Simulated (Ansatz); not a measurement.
A structure relaxed at r2SCAN-D4/def2-SVP in Ansatz, charge 1, doublet:

```xyz
7

Pt   -1.388   -0.330   -0.246
B     0.443   -1.352   -1.210
B     0.590    0.226   -1.239
B     0.190   -0.041    1.376
B     0.137    1.366   -0.215
B    -0.614    1.312    1.180
B     0.643   -1.181    0.354
```

(1) Give its formula and point group.

(2) Summarise the bond lengths by kind (pairs closer than 1.2 times the sum of covalent radii, bridged metal pairs left out).

Answers

(1) B6Pt⁺. Point group C2v (tolerance 0.1 Å).

(2) 6 × B–Pt 2.28 to 2.31 Å; 6 × B–B 1.59 to 1.60 Å. The metal has 6 neighbours: B 2.31 Å, B 2.28 Å, B 2.28 Å, B 2.28 Å, B 2.31 Å, B 2.28 Å.

In the def2 sets Pt takes a core potential; there is no spin–orbit coupling. The charge 1 doublet is spin-contaminated (final ⟨S²⟩ up to 0.92, 0.75 for a pure state). Another isomer (doublet) lies 1.15 eV lower at PBE0-D4/def2-TZVP; other spin states weren't run for this one.
